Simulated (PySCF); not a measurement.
**Induced dipoles and field energies**

C6H6F2O.
Structure used (GFN2-xTB), in Å, numbered top down from 1:
```
atom  x, y, z in Å
C1     0.3887    1.3470   -0.1930
C2     0.3172   -0.1373    0.0138
C3    -0.8110   -0.8432    0.1108
C4    -2.1914   -0.2761    0.0205
F5    -3.1202   -1.2770    0.1424
C6     1.6091   -0.8090    0.1248
F7     1.6136   -2.1592    0.3193
C8     2.7589   -0.1804    0.0477
O9     3.7391    0.4399   -0.0283
H10    0.7996    1.8312    0.6924
H11   -0.5954    1.7604   -0.3870
H12    1.0399    1.5824   -1.0336
H13   -0.7764   -1.9110    0.2691
H14   -2.3787    0.2026   -0.9497
H15   -2.3972    0.4377    0.8289
```

Level: wB97X-D/def2-SVPD (PySCF); nuclei fixed, core orbitals frozen in the response. Permanent dipole (0.189, 2.420, -0.309) D (1 au = 2.5417 D). Static polarisability (au):

```
x   116.32  14.96  -1.50
y    14.96  71.57  -2.55
z    -1.50  -2.55  52.27
```

Only the terms in μ and α are kept: μ(F) = μ + αF and ΔE = −μ·F − ½ F·αF.

Task: Apply 0.005 au along ±x, ±y and ±z in turn. Tabulate induced and total dipoles and both energy terms.

Result: 
```
field along  induced x (D)  induced y (D)  induced z (D)  total size (D)  −μ·F (kJ/mol)  −½F·αF (kJ/mol)
         +x          1.478          0.190         -0.019           3.115         -0.976           -3.817
         −x         -1.478         -0.190          0.019           2.592         +0.976           -3.817
         +y          0.190          0.910         -0.032           3.368        -12.499           -2.349
         −y         -0.190         -0.910          0.032           1.536        +12.499           -2.349
         +z         -0.019         -0.032          0.664           2.420         +1.596           -1.715
         −z          0.019          0.032         -0.664           2.647         -1.596           -1.715
```

Task: For the field (0.0000, 0.0005, -0.0045) au, what is the induced dipole, and what angle does it make with the field?

Result: αF = (0.036, 0.120, -0.601) D, at 6.0° to the field. The polarisability along this direction, F·αF/F², is 53.07 au, against a mean of 80.05 au.

Task: Which field along μ doubles the dipole in that direction (linear response)?

Result: The polarisability along the dipole is 74.48 au, so F = 0.9627 au / 74.48 au = 0.0129 au = 0.66 V/Å; higher-order terms are ignored.

Task: What field makes μF equal to kT at 100 K?

Result: kT = 0.3167 × 10⁻³ Eh, so F = 0.000329 au = 1.69 MV/cm.

Task: Induction energy −ᾱe²/2R⁴ of a unit charge at 14 Å, the molecule taken as a point?

Result: R = 26.46 bohr, so the energy is −80.1/(2 × 26.46⁴) Eh = -0.215 kJ/mol. The charge–dipole term at its most favourable orientation, −μe/R², is -3.61 kJ/mol.

Isolated species at its GFN2-xTB geometry (one conformer only).

Note: wB97X-D ran without an empirical dispersion term, which enters the total energy and its gradient alone.
